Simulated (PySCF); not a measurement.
How methods differ on the excitation energy of Cl²⁺

Cl²⁺ [Ne] 3s2 3p3 (4S) → Cl²⁺ [Ne] 3s2 3p2 3d1 (high-spin determinant), as a difference of total energies. All numbers are calculated (PySCF 2.14, scalar relativity by spin-free X2C-1e, in aug-cc-pVQZ-DK (7s6p4d3f2g, 84 functions)). Correlated levels: valence: [Ne] frozen. The calculations carry no spin-orbit coupling.

| method | excitation energy (eV) |
| --- | --- |
| UHF | 20.023 |
| LDA | 18.697 |
| PBE | 18.603 |
| PBE0 | 19.034 |
| r2SCAN | 19.262 |
| r2SCAN0 | 19.472 |
| BP86 | 18.604 |
| CAM-B3LYP | 19.026 |
| TPSS | 18.734 |
| MP2 (valence) | 19.465 |
| SCS-MP2 (valence) | 19.424 |

Q: How much does correlation contribute at MP2 (valence)?

A: 19.465 − (20.023) = -0.558 eV, measured against UHF.

A first-order spin-orbit estimate (lowest level to lowest level, LS coupling) adds -0.064 eV.

The promoted electron is Rydberg-like, and one or two diffuse shells describe it only roughly, which tends to raise the upper state.

The determinant of the upper state mixes LS terms, which raises its energy above the lowest term, most at the Hartree-Fock and MP2 levels.
